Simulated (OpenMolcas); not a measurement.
**Potential curves of Ga₂: spin-free states**

Computed with OpenMolcas 26.06: state-averaged CASSCF(6,8) over Ga 4s 4p, Ga 4s 4p, XMS-CASPT2 (IPEA 0.25, imaginary shift 0.2 hartree), scalar X2C, ANO-RCC-VTZP, then RASSI spin–orbit state interaction with atomic mean-field integrals. C2 symmetry about the axis (a holds Σ, Δ, Γ; b holds Π, Φ, H; Σ⁺ and Σ⁻ are not told apart); roots by multiplicity and irrep: 3a 7, 3b 6, 1a 5, 1b 4, 5a 1.

XMS-CASPT2 energies in eV from the lowest point. Curves are followed by energy order within each symmetry, so they are adiabatic and may change character at avoided crossings and where g and u states cross; Σ⁺ and Σ⁻ are counted together.

| R (Å) | (1)3Π | (1)3Σ | (1)1Σ | (1)1Π | (1)1Δ | (2)1Σ | (3)1Σ | (2)1Π | (2)3Π |
| --- | --- | --- | --- | --- | --- | --- | --- | --- | --- |
| 2.109 | 1.474 | 0.737 | 1.658 | 1.936 | 1.312 | 2.985 | 3.490 | 4.640 | 3.776 |
| 2.231 | 0.801 | 0.323 | 1.166 | 1.262 | 0.859 | 2.075 | 2.801 | 4.482 | 3.409 |
| 2.342 | 0.415 | 0.133 | 0.895 | 0.918 | 0.631 | 1.524 | 2.363 | 3.980 | 2.968 |
| 2.452 | 0.168 | 0.060 | 0.716 | 0.684 | 0.528 | 1.172 | 2.047 | 3.420 | 2.585 |
| 2.575 | 0.041 | 0.067 | 0.564 | 0.531 | 0.490 | 0.971 | 1.799 | 2.914 | 2.245 |
| 2.697 | 0.000 | 0.132 | 0.441 | 0.460 | 0.519 | 0.904 | 1.625 | 2.524 | 1.996 |
| 2.869 | 0.024 | 0.275 | 0.332 | 0.473 | 0.600 | 0.913 | 1.462 | 2.122 | 1.773 |
| 3.090 | 0.127 | 0.510 | 0.291 | 0.552 | 0.738 | 0.978 | 1.339 | 1.795 | 1.547 |
| 3.433 | 0.374 | 0.804 | 0.383 | 0.756 | 0.926 | 1.083 | 1.250 | 1.474 | 1.372 |
| 3.923 | 0.729 | 1.068 | 0.656 | 0.955 | 1.088 | 1.181 | 1.214 | 1.237 | 1.276 |

The 9 lowest clean curves are shown; the next is (1)3Δ, from 1.31 eV. g and u states are not told apart. Only roots inside an energy window near the equilibrium distance were included, so the list of states is not complete; labels number the states computed. Each spin and symmetry block has orbitals of its own, averaged over its own roots, so gaps between blocks are less sure than gaps within one and near the minimum can be off by tenths of an eV, in bad cases by more. No Rydberg orbitals are active, so Rydberg states, and σ→σ* states whose orbital the CASSCF left unused, can be missing between those listed. CASPT2 splits the two components of degenerate states numerically, here by up to 160 cm⁻¹. No roots were computed in block 5b (none fell in the window or the block failed), so states of that kind are missing and can lie low or lowest. Points that failed a check (symmetry, reference weights, a jump) are left out.
